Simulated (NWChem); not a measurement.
Program: NWChem. System: C3H8As, charge 0, spin multiplicity 2, at a geometry optimised with UPBE/def2-SVP. The structure started from a generated list of species. Its SCF solution wasn't tested for a lower state. Level: G0W0@ULDA (SVWN5)/def2-TZVP, RI basis def2-tzvp-rifit.

Input file:

```
start mol
memory heap 200 mb stack 700 mb global 1700 mb
geometry units angstroms nocenter noautoz
  C      0.421259    -1.730012     0.000000
  As    -0.429125    -0.025575     0.000000
  C      0.536461     0.826188    -1.515922
  C      0.536461     0.826188     1.515922
  H      0.486634    -2.307420    -0.937820
  H      0.486634    -2.307420     0.937820
  H      0.224382     1.886222    -1.591872
  H      0.253745     0.310163    -2.454308
  H      1.633266     0.765934    -1.378414
  H      0.253745     0.310163     2.454308
  H      1.633266     0.765934     1.378414
  H      0.224382     1.886222     1.591872
  symmetry group Cs
end
basis spherical
  * library def2-tzvp
end
basis "ri basis" bse spherical
  * library def2-tzvp-rifit
end
dft
  xc slater vwn_5
  odft
  mult 2
  iterations 100
  direct
  tolerances tight
end
task dft energy
gw
  method cdgw
  states alpha occ 4 vir 2
  states beta occ 4 vir 2
end
task dft gw
```

Output (cleaned and shortened):

```
             Northwest Computational Chemistry Package (NWChem) 7.3.0
             --------------------------------------------------------

                                NWChem Input Module
                                -------------------

 Scaling coordinates for geometry "geometry" by  1.889725989
 (inverse scale =  0.529177249)

 Turning off AUTOSYM since
 SYMMETRY directive was detected!

                             Geometry "geometry" -> ""
                             -------------------------

 Output coordinates in angstroms (scale by  1.889725989 to convert to a.u.)

  No.       Tag          Charge          X              Y              Z
 ---- ---------------- ---------- -------------- -------------- --------------
    1 C                    6.0000     0.42125900    -1.73001200     0.00000000
    2 As                  33.0000    -0.42912500    -0.02557500     0.00000000
    3 C                    6.0000     0.53646100     0.82618800    -1.51592200
    4 C                    6.0000     0.53646100     0.82618800     1.51592200
    5 H                    1.0000     0.48663400    -2.30742000    -0.93782000
    6 H                    1.0000     0.48663400    -2.30742000     0.93782000
    7 H                    1.0000     0.22438200     1.88622200    -1.59187200
    8 H                    1.0000     0.25374500     0.31016300    -2.45430800
    9 H                    1.0000     1.63326600     0.76593400    -1.37841400
   10 H                    1.0000     0.25374500     0.31016300     2.45430800
   11 H                    1.0000     1.63326600     0.76593400     1.37841400
   12 H                    1.0000     0.22438200     1.88622200     1.59187200

 Effective nuclear repulsion energy (a.u.)     276.0195664013

            Nuclear Dipole moment (a.u.)
            ----------------------------
        X                 Y               Z
 ---------------- ---------------- ----------------
     0.0000283459     0.0000132281     0.0000000000

      Symmetry information
      --------------------

 Group name             Cs
 Group number              2
 Group order               2
 No. of unique centers     7

      Symmetry unique atoms

     1    2    3    5    7    8    9


 Summary of "ao basis" -> "" (spherical)
 ------------------------------------------------------------------------------
       Tag                 Description            Shells   Functions and Types
 ---------------- ------------------------------  ------  ---------------------
 *                         def2-tzvp                  on all atoms

 new library libraries.bse/

 Summary of "ri basis" -> "" (spherical)
 ------------------------------------------------------------------------------
       Tag                 Description            Shells   Functions and Types
 ---------------- ------------------------------  ------  ---------------------
 *                      def2-tzvp-rifit               on all atoms

                                 NWChem DFT Module
                                 -----------------

 Summary of "ao basis" -> "ao basis" (spherical)
 ------------------------------------------------------------------------------
       Tag                 Description            Shells   Functions and Types
 ---------------- ------------------------------  ------  ---------------------
 C                         def2-tzvp                11       31   5s3p2d1f
 As                        def2-tzvp                16       48   6s5p4d1f
 H                         def2-tzvp                 4        6   3s1p
[...]
   alpha    111    112    113    114    115    116    117    118    119    120
    beta    111    112    113    114    115    116    117    118    119    120
 overlap   0.899  0.998  0.999  0.997  0.999  0.997  0.999  1.000  0.997  0.997

   alpha    121    122    123    124    125    126    127    128    129    130
    beta    121    122    123    124    125    126    127    128    129    130
 overlap   0.999  0.999  0.999  1.000  1.000  1.000  1.000  0.999  0.999  1.000

   alpha    131    132    133    134    135    136    137    138    139    140
    beta    131    132    133    134    135    136    137    138    139    140
 overlap   0.999  0.996  0.995  0.999  1.000  0.998  0.999  0.998  0.997  0.998

   alpha    141    142    143    144    145    146    147    148    149    150
    beta    141    142    143    144    145    146    147    148    149    150
 overlap   1.000  0.998  0.996  0.999  0.997  0.982  0.968  0.941  0.987  0.950

   alpha    151    152    153    154    155    156    157    158    159    160
    beta    151    152    153    154    156    155    157    158    159    160
 overlap   0.987  0.856  0.975  0.811  0.931  0.982  0.994  0.972  0.988  0.985

   alpha    161    162    163    164    165    166    167    168    169    170
    beta    161    162    163    164    165    166    167    168    169    170
 overlap   0.979  0.999  0.976  0.978  0.981  0.996  0.994  0.995  0.999  0.992

   alpha    171    172    173    174    175    176    177    178    179    180
    beta    171    172    173    174    175    176    177    178    179    180
 overlap   0.995  0.999  1.000  0.991  1.000  1.000  1.000  1.000  1.000  1.000

   alpha    181    182    183    184    185    186    187    188    189
    beta    181    182    183    184    185    186    187    188    189
 overlap   1.000  0.999  0.998  0.999  1.000  1.000  1.000  1.000  1.000

     --------------------------
     Expectation value of S2:
     --------------------------
      <S2> =      0.7526 (Exact =     0.7500)

 center of mass
 --------------
 x =  -0.14268288 y =  -0.02426325 z =   0.00000000

 moments of inertia (a.u.)
 ------------------
         534.268849398115         -13.815288561840          -0.000000000000
         -13.815288561840         379.406391143190           0.000000000000
          -0.000000000000           0.000000000000         356.558302961480

     Multipole analysis of the density
     ---------------------------------

     L   x y z        total         alpha         beta         nuclear
     -   - - -        -----         -----         ----         -------
     0   0 0 0     -0.000000    -30.000000    -29.000000     59.000000

     1   1 0 0      0.201313     -0.211881      0.413165      0.000028
     1   0 1 0      0.252748      1.304504     -1.051769      0.000013
     1   0 0 1     -0.000000     -0.000000     -0.000000      0.000000

     2   2 0 0    -31.344309    -47.371416    -43.371623     59.398731
     2   1 1 0      0.073192     -3.351780     -5.746117      9.171089
     2   1 0 1      0.000000     -0.000000      0.000000     -0.000000
     2   0 2 0    -28.670726   -100.063511    -90.376521    161.769306
     2   0 1 1     -0.000000     -0.000000     -0.000000      0.000000
     2   0 0 2    -27.546873   -104.182924   -102.812308    179.448359

 Task  times  cpu:       95.9s     wall:       95.9s

                                NWChem Input Module
                                -------------------

                                 NWChem GW Module
                                 ----------------

                             ***********************
                             ***        GW       ***
                             ***********************

 Summary of "ri basis" -> "ri basis" (spherical)
 ------------------------------------------------------------------------------
       Tag                 Description            Shells   Functions and Types
 ---------------- ------------------------------  ------  ---------------------
 C                      def2-tzvp-rifit             22       76   8s6p4d3f1g
 As                     def2-tzvp-rifit             37      159   10s9p8d5f4g1h
 H                      def2-tzvp-rifit              7       15   4s2p1d

                 Memory Information
                 ------------------
          Available GA per process is          1699.5 MBs
          Available stack per process is        700.0 MBs
          Available heap per process is           0.0 MBs

          Peak memory in Initialization
              Peak GA per process is                 48.3 MBs
              Peak stack per process is               0.4 MBs
              Peak heap per process is               48.9 MBs
              Memory not in MA per process            0.0 MBs

          Peak memory in CDGW Calculation
              Peak GA per process is                 52.2 MBs
              Peak stack per process is               3.9 MBs
              Peak heap per process is                5.9 MBs
              Memory not in MA per process            0.1 MBs

          Computing 2-center integrals
          Computing Inverse Cholesky factor
          Computing 3-center integrals
          Computing Vxc

          Computing Sigma_x
          Computing W(iw) on the imaginary grid
          Solving quasiparticle equations

                  Alpha Orbitals
          State     Energy (eV)     Error (eV)
          -----------------------------------
@GW        27        -10.941           0.004
@GW        28        -10.458           0.004
@GW        29         -9.724           0.000
@GW        30         -6.711           0.002
@GW        31          2.502           0.002
@GW        32          2.698           0.001

                   Beta Orbitals
          State     Energy (eV)     Error (eV)
          -----------------------------------
@GW        26        -12.516           0.001
@GW        27        -10.643           0.002
@GW        28        -10.331           0.002
@GW        29         -8.439           0.002
@GW        30         -0.812           0.002
@GW        31          2.570           0.002

     GW Timing Statistics
   ------------------------
   Init.   :          0.3s
     ERIs  :          8.7s
     Distr.:          0.2s
     Vxc   :          0.9s
   Vmo     :          0.0s
   iW      :         18.1s
   I_n     :          0.0s
   R_n     :          9.8s
   GW total:         38.1s

 Task  times  cpu:       38.1s     wall:       38.1s

 Total times  cpu:      134.0s     wall:      134.0s
```
